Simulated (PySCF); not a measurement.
## Deuteron quadrupole couplings in `[SiH3]CC1=C(C[SiH3])[SiH2]C1`

C5H14Si3.
Cartesian coordinates in Å at the GFN2-xTB level; atoms count from 1:
```
atom  x, y, z in Å
Si1    2.3992   -1.2225    0.6757
C2     1.7569   -0.0810   -0.7137
C3     0.6078    0.7349   -0.2639
C4    -0.7188    0.5945   -0.4556
C5    -1.4685   -0.4527   -1.1997
Si6   -2.2920   -1.7151   -0.0345
Si7   -1.1715    2.1276    0.5404
C8     0.7447    1.9755    0.5900
H9     1.3307   -2.1261    1.1014
H10    2.8488   -0.4183    1.8139
H11    3.5322   -1.9929    0.1548
H12    2.5698    0.5800   -1.0249
H13    1.4749   -0.6888   -1.5763
H14   -2.2464    0.0200   -1.8045
H15   -0.7992   -0.9778   -1.8870
H16   -3.1741   -1.0134    0.9003
H17   -3.0838   -2.6536   -0.8373
H18   -1.2748   -2.4592    0.7101
H19   -1.7046    3.2873   -0.1776
H20   -1.8687    1.9616    1.8161
H21    1.2011    1.7745    1.5592
H22    1.3260    2.7648    0.1123
```

Level: PBE0/pcSseg-1 (PySCF, non-relativistic); Q(2H) = 0.00286 b; rigid geometry, the same for H and D, with no vibrational averaging.

Question: Rank these positions by the coupling χzz of a deuteron there, largest first.
A. H13 (methylene hydrogen)
B. H22 (methylene hydrogen)
C. H17 (Si–H hydrogen)

Answer: B (213 kHz), A (208 kHz), C (108 kHz).

Q: Give the electric field gradient Vzz (the principal value of largest size), its asymmetry and the 2H coupling at each hydrogen.

A: 
```tsv
atom	bonded to	bond length (Å)	Vzz (au)	η	χzz (kHz)
H9	Si1	1.463	0.1628	0.01	109
H10	Si1	1.464	0.1623	0.01	109
H11	Si1	1.466	0.1613	0.01	108
H12	C2	1.093	0.3081	0.03	207
H13	C2	1.092	0.3103	0.03	208
H14	C5	1.093	0.3093	0.03	208
H15	C5	1.094	0.3091	0.03	208
H16	Si6	1.464	0.1626	0.02	109
H17	Si6	1.467	0.1608	0.01	108
H18	Si6	1.464	0.1628	0.01	109
H19	Si7	1.464	0.1623	0.01	109
H20	Si7	1.463	0.1631	0.00	110
H21	C8	1.090	0.3172	0.04	213
H22	C8	1.090	0.3175	0.03	213
```

Q: Average by the element that carries the hydrogen.

A: on Si: 109 kHz over 8 positions, mean bond length 1.464 Å; on C: 210 kHz over 6 positions, mean bond length 1.092 Å.

Geometry: GFN2-xTB, one conformer, isolated molecule. GFN2-xTB bond lengths can be off by several hundredths of an ångström, more for odd bonds, and the gradients follow them. The small basis limits the accuracy of the gradients.

These values come from a run that also computed NMR shieldings. The run took 3.0 min wall, 2.2 min CPU on an Intel Xeon at 2.50 GHz with one thread, shared host, and the process peaked at 1.1 GiB of memory.
